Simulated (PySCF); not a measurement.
Work out the structure from these simulated measurements.

Formula: C6H11ClSi2.

* 13C NMR: chemical shifts (computed TMS as zero) by class: 105.0 (1 C), 87.2 (1 C), 33.7 (1 C), 16.7 (1 C), 16.0 (1 C), -9.4 (1 C) ppm [GIAO PBE0/pcSseg-1]
* NMR, other nuclei: isotropic shieldings of nuclei other than C and H, by class: 403 (1 Si), 428 (1 Si), 800 (1 Cl) ppm [GIAO PBE0/pcSseg-1]
* Rotational structure: rotational constants A, B, C: 1.205, 0.748, 0.517 GHz [GFN2-xTB]
* Dipole: 2.38 D [PBE0/pcSseg-1]
* 1H NMR: chemical shifts (computed TMS as zero) by class: 4.86 (1 H), 4.15 (1 H), 4.08 (1 H), 1.85 (1 H), 1.20 (1 H), 1.13 (1 H), 1.10 (1 H), 0.97 (1 H), 0.30 (3 H) ppm [GIAO PBE0/pcSseg-1]

Electronic properties: PySCF, gas phase, density fitting. Levels stand in brackets. Isolated species at its GFN2-xTB geometry (one conformer only). NMR values are class means; diastereotopic atoms form classes of their own.

Q: What is the compound? Reason from the data.

A: Numbering: `[CH:1]#[C:2][Si@H:3]([SiH2:4][CH3:5])[C:6]1([Cl:7])[CH2:8][CH2:9]1`. Its formula, C6H11ClSi2, gives 3 degrees of unsaturation: 1 ring and 2 π bonds in the structure found. 6 carbons fall into 6 classes; from least to most shielded: terminal alkyne carbon [C1] (105.0 ppm), alkyne carbon [C2] (87.2 ppm), sp3 C–Cl carbon [C6] (33.7 ppm), three-membered-ring carbon [C9] (16.7 ppm), three-membered-ring carbon [C8] (16.0 ppm), Si-methyl carbon [C5] (-9.4 ppm). Hydrogen classes from least to most shielded: 1 H on an SiH silicon, Si3 (4.86 ppm), 1 H on an SiH2 silicon, Si4 (4.15 ppm), 1 H on an SiH2 silicon, Si4 (4.08 ppm), 1 H on a terminal alkyne carbon, C1 (1.85 ppm), 1 H on a three-membered-ring carbon, C9 (1.20 ppm), 1 H on a three-membered-ring carbon, C8 (1.13 ppm), 1 H on a three-membered-ring carbon, C9 (1.10 ppm), 1 H on a three-membered-ring carbon, C8 (0.97 ppm), 3 H on an Si-methyl carbon, C5 (0.30 ppm). The other shieldings belong to: 403 ppm, SiH silicon [Si3]; 428 ppm, SiH2 silicon [Si4]; 800 ppm, alkyl chlorine [Cl7]. The optimised geometry has point group C1 and is an asymmetric top. Structure: `C#C[Si@H]([SiH2]C)C1(Cl)CC1`. Computed isomers that give other values at the same levels: `C#C[Si@@H]([SiH2]CCl)C1CC1` (13C chemical shifts (computed TMS as zero) by class: 105.9 (1 C), 85.1 (1 C), 31.1 (1 C), 5.5 (1 C), 3.3 (1 C), -3.7 (1 C) ppm). The assignments are read from this structure; whether some other isomer fits the data as well wasn't checked. The mirror image fits equally.

The values belong to the conformer `[CH:1]#[C:2][Si@H:3]([SiH2:4][CH3:5])[C:6]1([Cl:7])[CH2:8][CH2:9]1`: C2–Si3–Si4–C5 26°, C2–Si3–C6–Cl7 179°.
